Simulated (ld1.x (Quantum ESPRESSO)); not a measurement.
## Scattering properties, TM potential for chromium

ld1.x (Quantum ESPRESSO) 7.5 input, shortened:

```
&input
   title='Cr', zed=24., rel=1, dft='PBE', iswitch=3,
   config='[Ar] 3d5 4s1 4p0'
 /
 &inputp
   pseudotype=2, tm=.true., lloc=-2, rcloc=3.15,
   nlcc=.false.
 /
3
4S  1  0   1.00   0.00  2.75  2.75  0.0
4P  2  1   0.00   0.00  3.50  3.50  0.0
3D  3  2   5.00   0.00  2.10  2.10  0.0
 &test
   configts(1)='3d5 4s1 4p0'
 /
```

The phase is arctan(r·u′/u) with u = r·R(r), unwrapped; energies in Ry, scanned from -2 to 5 Ry. A pole is an energy at which the radial function vanishes at the test radius. The pseudo phase is shifted by a multiple of π to meet the all-electron one at the reference energy, and phase errors are pseudo minus all-electron; the curves can meet again beyond the range given. Levels narrower than the energy grid can be missing from the lists of poles.

Q: For each channel, where are the poles, and over which energies does the pseudopotential scatter like the atom?

A:

```csv
channel,radius (bohr),reference energy (Ry),"poles, all-electron","poles, pseudo",unbroken range about the reference energy with phases within 0.05 rad,phase error 1 Ry above the reference energy (rad)
s,3.82,-0.29,"0.21, 3.60","0.21, 3.26",below 1.5,-0.001
p,3.82,-0.07,"0.78, 4.25","0.76, 3.47",below 1.5,-0.011
d,3.82,-0.21,"-0.17, 1.85","-0.17, 2.20",below 0.3,+0.397
```

Phases in the d channel:

```csv
E (Ry),all-electron,pseudo
-2.00,1.390,1.390
-1.76,1.379,1.379
-1.52,1.365,1.365
-1.28,1.347,1.348
-1.04,1.324,1.325
-0.80,1.290,1.292
-0.56,1.230,1.233
-0.32,0.976,0.984
-0.08,-1.779,-1.772
0.16,-1.979,-1.957
0.40,-2.235,-2.165
0.64,-2.932,-2.650
0.88,-3.984,-3.655
1.12,-4.396,-4.244
1.36,-4.559,-4.467
1.60,-4.649,-4.577
1.84,-4.710,-4.644
2.08,-4.761,-4.692
2.32,-4.811,-4.731
2.56,-4.869,-4.766
2.80,-4.955,-4.801
3.04,-5.120,-4.840
3.28,-5.616,-4.891
3.52,-6.914,-4.965
3.76,-7.456,-5.097
4.00,-7.626,-5.420
4.24,-7.708,-6.391
4.48,-7.757,-7.245
4.72,-7.792,-7.520
4.96,-7.819,-7.637
```
